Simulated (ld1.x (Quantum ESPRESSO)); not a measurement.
## Configuration tests for holmium (Ho) (TM)

```
Element                 : holmium
Generator               : ld1.x (Quantum ESPRESSO) 7.5
Type                    : norm-conserving Troullier–Martins (Kleinman–Bylander form)
Functional              : PBE
Relativity              : fully relativistic
Frozen core             : [Kr] 4d10
Valence charge          : 21
Reference configuration : 4f11 5s2 5p6 5d0 6s1.5 6p0 (charge +0.5)
Partial waves           : 5s (bound): rc 1.35 bohr; 5p (bound): rc 1.50 bohr; 5d (bound, empty): rc 2.90 bohr; 4f (bound): rc 1.00 bohr
Local potential         : all-electron potential smoothed inside 2.90 bohr (lloc = -1)
Core correction         : none
```

Open shells are filled in proportion to 2j + 1 (rel_dist='average').

Occupied shells without a wave of their own: 6s. They enter only through the test configuration that unscreens the potential.

Energies are relative to the spin-unpolarised reference configuration 4f11 5s2 5p6 5d0 6s1.5 6p0; without spin polarisation the order of configurations can differ from experiment. Not all tests gave a result: 2 of 7 tests not solved or not reliable. Left out of the table: 4f11 5s2 5p6 5d0 6s2 6p0 (solver errors, printed error -4254 eV); 4f11 5s2 5p6 5d1 6s1 6p0 (solver errors, printed error -4259 eV). The frozen-core shift is the all-electron ΔE with the core orbitals held at their reference shape minus the fully relaxed ΔE.

```csv
valence configuration,charge,ΔE all-electron (eV),error AE − PS (meV),frozen-core shift (meV)
4f11 5s2 5p6 5d0 6s1 6p0,+1,3.802,-46,0.0
4f11 5s2 5p6 5d0 6s0 6p2,0,3.100,-215,+0.1
4f10 5s2 5p6 5d1 6s2 6p0,0,2.023,-279,+72
```

(1) What are ΔE and the potential's error for 4f9 5s2 5p6 5d0 6s0 6p0?

(2) What are ΔE and the potential's error for 4f11 5s2 5p6 5d0 6s0 6p0?

Levels in the configuration 4f11 5s2 5p6 5d0 6s1 6p0:

```
   level  all-electron (eV)  pseudo (eV)
4f j=5/2            -10.187      -10.243
4f j=7/2             -9.209       -9.268
5s j=1/2            -56.854      -56.900
5p j=1/2            -35.984      -36.026
5p j=3/2            -30.970      -31.010
6s j=1/2             -8.950       -9.062
```

## Answers

(1) ΔE = 86.578 eV all-electron; the error (AE − PS) is -2927 meV.

(2) ΔE = 15.613 eV all-electron; the error (AE − PS) is -221 meV.

These tests converged, but a pseudo level misses the all-electron one widely, so the file describes the atom poorly there or has found another state: 4f9 5s2 5p6 5d0 6s0 6p0: empty 6s by 3.5 eV. The 6s level has no wave, so the channel is fitted at the deeper level alone: the likely source of the large errors.
